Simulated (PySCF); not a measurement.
# One molecule, several mistakes: AlCClGeH5

All numbers below are calculated, not measured. They come from PySCF 2.14.0, an open-source quantum chemistry program, on an isolated molecule that a program drew, which may never have been made. The molecule is AlCClGeH5 (charge 0, doublet), drawn as the SMILES string `[Cl][AlH][CH2][GeH2]`.

Each row is a Hartree-Fock (HF) and frozen-core CCSD(T) single point in the cc-pV(D+d)Z basis, meant for a local HF minimum. Run 1 is clean. Each other run has one planted mistake out of seven kinds, and not every kind appears here: one electron removed, one electron added, multiplicity raised by two, geometry at a saddle point, minimal basis STO-3G, one bond length entered in bohr, all coordinates scaled. The reference is restricted for singlets and unrestricted otherwise, and also for a bond in bohr. Adding or removing an electron swaps singlet and doublet. Electrons count all cores. HOMO and LUMO are orbital energies over both spins, the gradient is its largest component, and the lowest frequency (negative if imaginary) is given only where the gradient is small. Bond lengths are over the 8 bonds as drawn. T1 is the CCSD diagnostic: over 0.02 (restricted) or 0.045 (unrestricted) a single reference is doubtful. Germanium has the cc-pVDZ-PP basis, with a core potential (ECP10MDF) in place of its 10 inner electrons, and its 3s, 3p and 3d shells are frozen in CCSD(T).

Geometry of the clean run:
```xyz
9
AlCClGeH5, angstrom
Cl    0.8934   -0.8829    2.7259
Al    0.3262   -0.1827    0.8066
C    -0.2508    1.6679    0.6227
Ge   -2.2054    1.9046    0.8087
H     0.3751   -1.2159   -0.3726
H     0.2245    2.3002    1.3787
H     0.0222    2.0508   -0.3666
H    -2.9604    1.0979   -0.2659
H    -2.6903    1.4581    2.1999
```

```
run,electrons,basis functions,<S^2>,HOMO (eV),LUMO (eV),gradient (hartree/bohr),lowest frequency (cm^-1),mean bond (Å),longest bond (Å),T1,HF (hartree),CCSD(T) (hartree),mistake
1,73,108,0.755,-8.56,0.63,9.9e-06,34,1.6105,2.120,0.0124,-1035.62814,-1036.12078,no fault
2,73,108,3.765,-4.53,-3.18,7.6e-02,-,1.6105,2.120,0.0672,-1035.41154,-1035.90235,multiplicity raised by two
3,74,108,0.000,-0.94,5.69,5.2e-02,-,1.6105,2.120,0.0214,-1035.62745,-1036.15363,one electron added
4,73,108,0.755,-8.77,0.27,4.0e-02,-,1.7248,2.271,0.0135,-1035.59579,-1036.09597,?
```

**Which mistake was planted in run 4, and what did it cost?**

The mean and the longest bond both change by the same factor, 1.071, and the gradient is no longer small. So the mistake is: all coordinates scaled. Subtracting run 1 and multiplying by 627.51 kcal/mol a hartree, the energy moved by 20.3 kcal/mol in HF and 15.6 kcal/mol in CCSD(T).

Cautions from the logs. Run 2: T1 is over the limit, so its CCSD(T) energy is less reliable; run 3: T1 is over the limit, so its CCSD(T) energy is less reliable.
